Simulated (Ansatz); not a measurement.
Si₅Ge₃, relaxed as a singlet with RKS r2SCAN-D4/def2-SVP in Ansatz, starting from the GFN1-xTB geometry. Force threshold 0.02 eV/Å.

The structure comes from a short search, and lower isomers may exist.

Start:

```xyz
8

Si   -1.131   -0.730    1.170
Si    0.989    1.050   -1.939
Si   -0.229    1.427    0.045
Si    1.087   -0.596    2.190
Si    1.013   -0.787   -0.189
Ge   -0.564    1.326    2.358
Ge   -1.565   -0.364   -1.235
Ge    0.399   -1.326   -2.400
```

```tsv
step	energy (eV)	largest force component (eV/Å)	SCF passes
1	-208905.4015	0.973	23
2	-208905.7212	0.447	29
3	-208905.8602	0.426	29
4	-208906.0244	0.562	29
5	-208906.1864	0.355	29
6	-208906.2931	0.356	29
7	-208906.3095	0.247	22
8	-208906.3268	0.127	22
9	-208906.3417	0.108	23
10	-208906.3695	0.204	30
11	-208906.3824	0.104	24
12	-208906.3866	0.087	23
13	-208906.3878	0.048	24
14	-208906.3889	0.019	24
```

Force components are those of the run's own axes.

End:

```xyz
8

Si   -1.193   -0.873    1.579
Si    1.294    0.798   -1.219
Si   -0.615    1.188    0.219
Si    1.421    0.215    1.300
Si    0.318   -1.299   -0.214
Ge   -0.438    1.329    2.578
Ge   -1.481   -0.100   -1.693
Ge    0.695   -1.258   -2.551
```

Bonds lost: Si1–Si4, Si1–Ge7 (atoms count from 1). Bonds formed: Si2–Si4, Si3–Si4 (atoms count from 1). The end is the same structure that another start reached, the lowest one found.

No frequencies were taken in this run, so the end may be a saddle point.

Run time 38 s (4 threads of Intel Xeon 6975P-C on a shared host).
